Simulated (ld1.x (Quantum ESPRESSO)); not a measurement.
Before and after: TM semilocal potential for molybdenum

molybdenum, norm-conserving Troullier–Martins (semilocal form), made with ld1.x (Quantum ESPRESSO) 7.5 (LDA (PZ), scalar-relativistic). Core [Kr], reference 4d3 5s0 5p0 (charge +3). Waves: 5s (bound, empty): rc 2.65 bohr; 5p (bound, empty): rc 2.75 bohr; 4d (bound): rc 2.25 bohr. Local part: the d channel. Core correction: Bessel-smoothed model core inside 2.35 bohr.

All-electron outer shells of the reference configuration (LDA (PZ), scalar-relativistic, ld1.x):

| shell | level (eV) | outermost node (bohr) | outermost maximum (bohr) |
| --- | --- | --- | --- |
| 4p | -70.13 | 0.52 | 1.06 |
| 4d | -33.11 | 0.52 | 1.32 |
| 5s | -26.93 | 1.30 | 2.46 |
| 5p | -20.73 | 1.45 | 2.82 |

Change: all radii but the core radius scaled by about 0.76 (s 2.00, p 2.08, d 1.70 bohr).

Cutoffs: the cutoffs (Ry, on a coarse ladder) from which the occupation-weighted sum of valence levels, in a spherical-Bessel basis at the reference potential, stays within 10 and 1 mRy of its value at 400 Ry; they do not see the model core or the augmentation charge, which bear on the density cutoff. Errors are all-electron minus pseudo energies relative to the spin-unpolarised reference configuration.

Problem. How do hardness, ghosts and transferability respond?

Solution. The potential gets harder (35 Ry and 40 Ry → 40 Ry and 50 Ry); of the 9 tests that both files solve, the error grows in 1 and shrinks in 2 by more than 15 % and 0.3 meV (median size 251.4 → 207.8 meV); neither file shows a bound ghost. A smaller radius makes the pseudo-wave follow the all-electron one further in, where it bends more sharply, so more plane waves are needed. A semilocal file is local in each channel, so a ghost entry of none says nothing of the separable form that plane-wave codes build from it.

| quantity | base | changed |
| --- | --- | --- |
| cutoff, loose | 35 Ry | 40 Ry |
| cutoff, tight | 40 Ry | 50 Ry |
| bound ghosts | none | none |
| error for 4d5 5s1 5p0, meV [ΔE -49.85 eV] | -251 | -197 |
| error for 4d5 5s0 5p0, meV [ΔE -42.66 eV] | -367 | -357 |
| error for 4d4 5s0 5p0, meV [ΔE -26.96 eV] | -127 | -128 |
| error for 4d2 5s0 5p0, meV [ΔE 39.70 eV] | -191 | -208 |
| error for 4d5 5s0.5 5p0, meV [ΔE -46.99 eV] | -306 | -274 |
| error for 4d4 5s1 5p1, meV [ΔE -46.09 eV] | -17 | +78 |
| error for 4d4 5s1 5p0, meV [ΔE -41.59 eV] | -84 | -60 |
| error for 4d3 5s0 5p0 (spin-polarised), meV [ΔE -1.57 eV] | +549 | +535 |
| error for 4d5 5s1 5p0 (spin-polarised), meV [ΔE -53.77 eV] | +564 | +584 |
